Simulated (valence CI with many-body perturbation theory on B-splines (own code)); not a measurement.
**Ce⁵²⁺: calculated level list**

Method: configuration interaction combined with many-body perturbation theory (CI+MBPT): four valence electrons over a frozen Dirac-Fock core [He], radial functions for each j: 11 s, 11 p, 10 d, 8 f, 5 g, 2 h, with the one-electron correlation potential Σ1, the two-electron term Σ2, the three-electron term Σ3, Breit, model QED; selected CI, second order for the rest, scaled by the run's own slope (own B-spline code, finite nucleus).

No measured spectrum was set against this ion. As an estimate, large intervals hold to a few tenths of a per cent, small ones and those within an open d or f shell to about a per cent. Among the levels kept, up to 880 cm⁻¹ of a level comes from second order outside the variational space, and about a tenth of that is noise between levels of different J, which matters for small intervals.

Levels 91 to 135 of 208, with energies above the lowest level, (2s^2 2p1/2^2) J=0. "Leading %" is the weight of the configuration and term that name the level; weights of strongly mixed levels are sums over their largest components and can fall short, so below about 35 % the name and the second component can differ from the true leading terms, or belong to a minority configuration. In the jj column 3d3/2^4 stands for four electrons in 3d with j = 3/2.

```csv
No.,Configuration,Term,J,E (eV),Leading %,g,Second component,Leading jj
91,2s2p²3d,³F,3,6855.4,29,1.294,21 % 2s2p²3d ⁵P,2s 2p1/2 2p3/2 3d3/2 (84 %)
92,2s2p²3p,³P°,0,6857.0,81,,18 % 2s2p²3p ¹S°,2s 2p1/2 2p3/2 3p3/2 (100 %)
93,2s2p²3d,³D,2,6860.3,32,1.333,17 % 2s2p²3d ⁵P,2s 2p1/2 2p3/2 3d3/2 (93 %)
94,2s2p²3p,³D°,2,6863.6,18,1.257,16 % 2s2p²3p ¹D°,2s 2p1/2 2p3/2 3p3/2 (67 %)
95,2s2p²3d,⁵P,1,6863.7,30,1.773,25 % 2s2p²3d ³P,2s 2p1/2 2p3/2 3d3/2 (88 %)
96,2s2p²3p,³P°,1,6864.7,50,1.196,25 % 2s2p²3p ¹P°,2s 2p1/2 2p3/2 3p3/2 (98 %)
97,2s2p²3d,³F,2,6866.2,31,1.260,20 % 2s2p²3d ⁵P,2s 2p1/2 2p3/2 3d5/2 (95 %)
98,2s2p²3p,³S°,1,6869.9,16,1.272,14 % 2s2p²3p ³P°,2s 2p1/2 2p3/2 3p3/2 (57 %)
99,2s2p²3d,³F,3,6875.0,47,1.254,16 % 2s2p²3d ⁵P,2s 2p1/2 2p3/2 3d5/2 (81 %)
100,2s2p²3d,³D,1,6879.6,31,1.041,17 % 2s2p²3d ³P,2s 2p1/2 2p3/2 3d5/2 (86 %)
101,2s2p²3d,³G,5,6881.4,58,1.268,42 % 2s2p²3d ⁵F,2s 2p1/2 2p3/2 3d5/2 (99 %)
102,2s2p²3d,³F,2,6892.7,52,1.043,37 % 2s2p²3d ³P,2s 2p1/2 2p3/2 3d3/2 (54 %)
103,2s2p²3d,¹F,3,6899.9,38,1.128,32 % 2s2p²3d ³D,2s 2p1/2 2p3/2 3d5/2 (67 %)
104,2p³3p,³D,2,6901.9,17,1.162,16 % 2p³3p ³F,2p1/2^2 2p3/2 3p1/2 (73 %)
105,2s2p²3d,³G,3,6904.5,40,1.021,29 % 2s2p²3d ³D,2s 2p1/2 2p3/2 3d3/2 (70 %)
106,2p³3p,³P,1,6904.8,14,1.380,13 % 2p³3p ⁵P,2p1/2^2 2p3/2 3p1/2 (62 %)
107,2s2p²3d,³F,4,6906.8,55,1.195,27 % 2s2p²3d ¹G,2s 2p1/2 2p3/2 3d5/2 (91 %)
108,2s2p²3d,³D,1,6910.3,60,0.705,11 % 2s2p²3d ³P,2s 2p1/2 2p3/2 3d3/2 (87 %)
109,2s2p²3d,³D,1,6913.1,50,0.950,11 % 2s2p²3d ¹P,2s 2p1/2 2p3/2 3d5/2 (57 %)
110,2s2p²3d,¹D,2,6916.3,35,1.009,24 % 2s2p²3d ³D,2s 2p1/2 2p3/2 3d5/2 (54 %)
111,2s2p²3d,³P,0,6919.3,86,,12 % 2s2p²3d ¹S,2s 2p1/2 2p3/2 3d5/2 (82 %)
112,2s2p²3d,¹D,2,6928.7,30,1.021,16 % 2s2p²3d ³F,2s 2p1/2 2p3/2 3d3/2 (79 %)
113,2s2p²3d,¹P,1,6930.9,52,1.029,25 % 2s2p²3d ³P,2s 2p1/2 2p3/2 3d3/2 (71 %)
114,2s2p²3d,³P,0,6933.1,50,,49 % 2s2p²3d ¹S,2s 2p1/2 2p3/2 3d3/2 (84 %)
115,2s2p²3d,³D,3,6943.1,41,1.226,28 % 2s2p²3d ³F,2s 2p1/2 2p3/2 3d5/2 (97 %)
116,2s2p²3d,³F,4,6947.4,43,1.114,32 % 2s2p²3d ³G,2s 2p1/2 2p3/2 3d5/2 (100 %)
117,2s2p²3d,³P,2,6957.6,47,1.206,20 % 2s2p²3d ³D,2s 2p1/2 2p3/2 3d5/2 (97 %)
118,2s2p²3d,¹F,3,6958.5,43,1.066,32 % 2s2p²3d ³F,2s 2p1/2 2p3/2 3d5/2 (98 %)
119,2s2p²3d,³P,1,6958.5,47,1.446,26 % 2s2p²3d ³S,2s 2p1/2 2p3/2 3d5/2 (98 %)
120,2s2p²3d,³D,2,6960.9,46,1.132,24 % 2s2p²3d ¹D,2s 2p1/2 2p3/2 3d5/2 (98 %)
121,2p³3p,³D,3,7043.0,46,1.339,26 % 2p³3p ⁵P,2p1/2^2 2p3/2 3p3/2 (95 %)
122,2p³3p,³P,1,7043.6,35,1.362,24 % 2p³3p ¹P,2p1/2^2 2p3/2 3p3/2 (97 %)
123,2s2p²3s,⁵P,3,7054.0,57,1.504,41 % 2s2p²3s ³D,2s 2p3/2^2 3s (97 %)
124,2p³3p,³P,2,7064.3,42,1.320,16 % 2p³3p ¹D,2p1/2^2 2p3/2 3p3/2 (96 %)
125,2s2p²3s,³P,2,7073.6,52,1.333,20 % 2s2p²3s ¹D,2s 2p3/2^2 3s (98 %)
126,2p³3p,³P,0,7083.9,71,,26 % 2p³3p ¹S,2p1/2^2 2p3/2 3p3/2 (97 %)
127,2p³3d,³D°,2,7099.5,32,1.032,20 % 2p³3d ³F°,2p1/2^2 2p3/2 3d3/2 (97 %)
128,2p³3d,³F°,3,7105.4,27,1.104,20 % 2p³3d ³D°,2p1/2^2 2p3/2 3d3/2 (95 %)
129,2p³3d,³D°,1,7108.8,32,1.112,27 % 2p³3d ³P°,2p1/2^2 2p3/2 3d3/2 (98 %)
130,2p³3d,³P°,0,7110.4,61,,27 % 2p³3d ⁵D°,2p1/2^2 2p3/2 3d3/2 (98 %)
131,2s2p²3p,³P°,2,7133.0,28,1.546,22 % 2s2p²3p ⁵P°,2s 2p3/2^2 3p1/2 (99 %)
132,2s2p²3p,³D°,3,7136.3,43,1.294,18 % 2s2p²3p ⁵D°,2s 2p3/2^2 3p1/2 (99 %)
133,2s2p²3s,³S,1,7137.0,68,1.934,16 % 2s2p²3s ³P,2s 2p3/2^2 3s (99 %)
134,2p³3d,³F°,4,7139.3,49,1.251,27 % 2p³3d ⁵D°,2p1/2^2 2p3/2 3d5/2 (98 %)
135,2s2p²3s,¹P,1,7142.6,45,0.990,28 % 2s2p²3s ³D,2s 2p3/2^2 3s (98 %)
```
